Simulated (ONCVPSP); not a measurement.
**An all-electron radial function and its pseudo partner (osmium (Os))**

Columns: radius, all-electron u(r) and pseudo u(r) of the 5d shell (level -10.07 eV) of osmium in the configuration [Kr] 4d10 4f14 5s2 5p6 5d6 6s1.5; PBE, scalar-relativistic, ONCV scheme, ONCVPSP 4.0.1.

```csv
r (bohr),all-electron,pseudo
0.098,0.2412,0.0014
0.195,0.0332,0.0112
0.292,-0.2884,0.0373
0.390,-0.3687,0.0861
0.488,-0.2460,0.1582
0.585,-0.0375,0.2480
0.682,0.1824,0.3499
0.780,0.3791,0.4589
0.878,0.5365,0.5669
0.975,0.6522,0.6636
1.072,0.7317,0.7398
1.170,0.7813,0.7892
1.268,0.8063,0.8119
1.365,0.8124,0.8147
1.463,0.8046,0.8049
1.560,0.7869,0.7868
1.658,0.7619,0.7618
1.755,0.7325,0.7324
1.852,0.7002,0.7001
1.950,0.6659,0.6658
2.047,0.6313,0.6313
2.145,0.5964,0.5964
2.242,0.5624,0.5623
2.340,0.5289,0.5288
2.438,0.4965,0.4965
2.535,0.4657,0.4657
```

Problem. How many radial nodes do the two functions have?

Solution. The all-electron 5d function has n − l − 1 = 2; the pseudo-wave has 0, since the states of the same l below it are removed with the core.

Problem. At about which radius was the pseudo-wave matched?

Solution. 1.60 bohr. The columns agree to 0.0005 from 1.46 bohr on; several derivatives are matched, so the curves merge somewhat inside the radius.

Problem. Where does each function peak?

Solution. Outermost all-electron maximum near 1.36 bohr, pseudo maximum near 1.36 bohr (to the table’s step).

Problem. Is the pseudo-wave norm-conserving?

Solution. Yes: the ONCV scheme keeps the norm inside the radius equal to the all-electron one, which fixes the energy derivative of the logarithmic derivative at the level.
